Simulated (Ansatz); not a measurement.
Relaxation of a periodic cell of 17 atoms, Na16N (host Na, host structure bcc, interstitial N), to a largest force component of 0.08 eV/Å in at most 25 steps.

The calculation used DFT PBEsol, scalar-relativistic, plane waves, PAW (Ansatz). Settings: cutoff 420 eV, k mesh 2x2x2, fermi-dirac smearing 0.05 eV, no spin polarisation.

```xyz
17
Lattice="8.4600 0.0000 0.0000 0.0000 8.4600 0.0000 0.0000 0.0000 8.4600" Properties=species:S:1:pos:R:3:forces:R:3
Na 0.000 0.000 0.000 0.00 0.04 0.04
Na 4.230 0.000 0.000 0.01 -0.40 -0.19
Na 0.000 4.230 0.000 0.00 -0.04 0.04
Na 0.000 0.000 4.230 0.00 0.06 -0.05
Na 2.115 2.115 2.115 -0.06 0.00 0.06
Na 4.230 4.230 0.000 0.01 0.30 -0.15
Na 4.230 0.000 4.230 0.00 -0.06 0.14
Na 6.345 2.115 2.115 0.06 0.00 0.06
Na 0.000 4.230 4.230 0.00 -0.06 -0.05
Na 2.115 6.345 2.115 0.08 0.00 -0.16
Na 2.115 2.115 6.345 -0.05 0.00 -0.04
Na 4.230 4.230 4.230 0.00 0.06 0.15
Na 6.345 6.345 2.115 -0.08 0.00 -0.18
Na 6.345 2.115 6.345 0.04 0.00 -0.04
Na 2.115 6.345 6.345 0.49 -0.01 0.26
Na 6.345 6.345 6.345 -0.34 0.00 0.19
N 4.285 6.318 7.456 -0.16 0.11 -0.06
```

Task: Where does it end, and by what steps?

Result: The run converged. The threshold is loose, so the end isn't yet a minimum. The force dipped under the threshold on the way, but the program's further checks kept it going. Limits of this set-up: coarse k mesh, odd electron count without spin. After 8 steps the energy has fallen by 0.942 eV; N17 moved furthest, 0.98 Å. Joined: Na10–N17, Na13–N17.

| step | energy less start (eV) | largest force component (eV/Å) | accepted |
| --- | --- | --- | --- |
| 0 | 0.0000 | 0.495 | yes |
| 1 | -0.1354 | 0.202 | yes |
| 2 | -0.2574 | 0.122 | yes |
| 3 | -0.3839 | 0.326 | yes |
| 4 | -0.5581 | 0.555 | yes |
| 5 | -0.7542 | 0.547 | yes |
| 6 | -0.8453 | 0.104 | yes |
| 7 | -0.9224 | 0.043 | yes |
| 8 | -0.9424 | 0.057 | yes |

```xyz
17
Lattice="8.4600 0.0000 0.0000 0.0000 8.4600 0.0000 0.0000 0.0000 8.4600" Properties=species:S:1:pos:R:3
Na 0.003 0.076 -0.040
Na 4.234 0.205 -0.031
Na 0.003 4.152 -0.042
Na 0.003 -0.265 4.147
Na 1.922 2.116 2.254
Na 4.233 4.002 -0.045
Na 4.234 0.072 4.156
Na 6.544 2.116 2.253
Na 0.003 4.495 4.147
Na 2.562 6.352 1.627
Na 1.920 2.113 6.074
Na 4.234 4.155 4.155
Na 5.906 6.352 1.622
Na 6.547 2.113 6.074
Na 2.603 6.345 6.715
Na 5.863 6.345 6.720
N 4.231 6.334 8.430
```

The run took 66 s on 2 threads of Arm Neoverse V2 (shared host), peak memory 1 GiB.
